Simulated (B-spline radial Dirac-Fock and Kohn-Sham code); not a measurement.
Ir 3d3/2: cross section and angular parameters

System: the Ir atom in the configuration [Xe] 4f14 5d7 6s2; threshold 2116.0 eV (tabulated edge). The computed values come from a radial atomic solver: Dirac-Hartree-Slater photoionisation with a Latter tail; cross sections with all multipoles, angular parameters from the dipole term and its interference with E2.

For linearly polarised light dσ/dΩ = σ/(4π) [1 + β P₂(cos θ) + (δ + γ cos²θ) sin θ cos φ], with θ from the polarisation vector and φ the angle between the beam and the projection of the electron momentum on the plane normal to the polarisation.

| hν (eV) | σ (kb) | β | γ | δ |
| --- | --- | --- | --- | --- |
| 2690 | 207 | 0.758 | -0.223 | -0.007 |
| 2984.4 | 157 | 0.929 | -0.210 | 0.015 |
| 3090 | 143 | 0.974 | -0.192 | 0.022 |
| 3370 | 113 | 1.067 | -0.129 | 0.037 |
| 3460 | 105 | 1.091 | -0.105 | 0.042 |
| 5650 | 25.0 | 1.282 | 0.528 | 0.101 |
| 6000 | 20.8 | 1.285 | 0.619 | 0.107 |
| 6310 | 17.8 | 1.285 | 0.696 | 0.113 |
| 6560 | 15.7 | 1.284 | 0.756 | 0.117 |
| 7450 | 10.5 | 1.274 | 0.955 | 0.132 |
| 9300 | 5.08 | 1.233 | 1.298 | 0.162 |
| 9530 | ? | ? | ? | ? |
| 9820 | 4.24 | 1.220 | 1.381 | 0.170 |
| 10200 | 3.73 | 1.210 | 1.439 | 0.176 |
| 12000 | 2.15 | 1.161 | 1.683 | 0.205 |

Question: Give the values at 9530 eV.

Answer: σ = 4.68 kb, β = 1.228, γ = 1.336, δ = 0.165.
